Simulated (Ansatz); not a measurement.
Frontier orbitals of H$_{3}$InO$_{2}$S, SMILES `[OH][In]([OH])[SH]`.

Cartesian coordinates in Å:
```
O 1.963 -0.485 0.306
In 0.075 -0.005 -0.032
O -1.105 -0.238 1.531
S -0.802 0.783 -2.078
H 2.534 -0.369 -0.457
H -0.622 -0.563 2.296
H -2.042 0.878 -1.566
```

Charge 0, multiplicity 1. Correlated methods include outer-core shells of In, which these sets cover unevenly. In takes the def2 core potential. All single points use the PBE0-D4/def2-TZVP geometry. It is one conformer, not always the lowest. Basis def2-TZVPP, Ansatz.

Orbital energies of one run (eV). Highest occupied ones, from the top: -7.85, -8.59, -8.85, -9.11, -9.11, -10.48, -11.80, -12.78, -13.58, -20.00, -21.54, -21.72, -21.81, -21.86. Empty: -1.79, -0.66, 0.09, 0.58, 1.00, 2.04.

Which functional gave them?
A. ωB97X-V
B. ωB97M-V
C. CAM-B3LYP
D. PBE0

D. HOMO energies: PBE0 -7.85, ωB97X-V -10.23, CAM-B3LYP -9.20, ωB97M-V -10.07 eV.
